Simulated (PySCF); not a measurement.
C3H5, SMILES C=[C]C, multiplicity 2. Atoms are numbered in the order given.

```xyz
8

C     -0.0971    -1.3394     0.0000
C      0.3784    -0.1245     0.0000
C     -0.0757     1.2672     0.0000
H      0.5414    -2.2167     0.0000
H     -1.1741    -1.5291     0.0000
H     -1.1740     1.3204     0.0000
H      0.2865     1.8026    -0.8810
H      0.2865     1.8026     0.8810
```
Charge 0, spin multiplicity 2.

Geometry optimised at B3LYP-D3(BJ)/def2-TZVP. The isomer is the one that the SMILES or the coordinates give; other isomers of the formula were not compared.

Calculation: B3LYP/pcH-1 run with PySCF.

Unrestricted Kohn–Sham, ⟨S²⟩ = 0.759. Hyperfine tensors hold the contact and dipolar terms, without spin-orbit corrections.

Computed hyperfine couplings:
| nucleus | A(iso) (MHz) | A(iso) (G) | dipolar principal values (MHz) |
|---|---|---|---|
| 13C no. 1 | 0.2 | 0.1 | -18.4, 1.9, 16.6 |
| 13C no. 2 | 286.8 | 102.3 | -82.3, -61.5, 143.8 |
| 13C no. 3 | 22.1 | 7.9 | -4.9, -4.5, 9.4 |
| 1H no. 4 | 101.1 | 36.1 | -6.4, -5.4, 11.7 |
| 1H no. 5 | 168.6 | 60.2 | -4.9, -2.0, 6.9 |
| 1H no. 6 | 135.2 | 48.2 | -5.8, -1.7, 7.5 |
| 1H no. 7 | 24.0 | 8.6 | -6.7, -5.2, 11.9 |
| 1H no. 8 | 24.0 | 8.6 | -6.7, -5.2, 11.9 |

Question: And the g tensor (effective nuclear charges for spin-orbit coupling, GIAO)? (Estimate from the structure and the level; the computed values follow.)

Answer: principal values 2.0014, 2.0021, 2.0030; isotropic 2.0022.
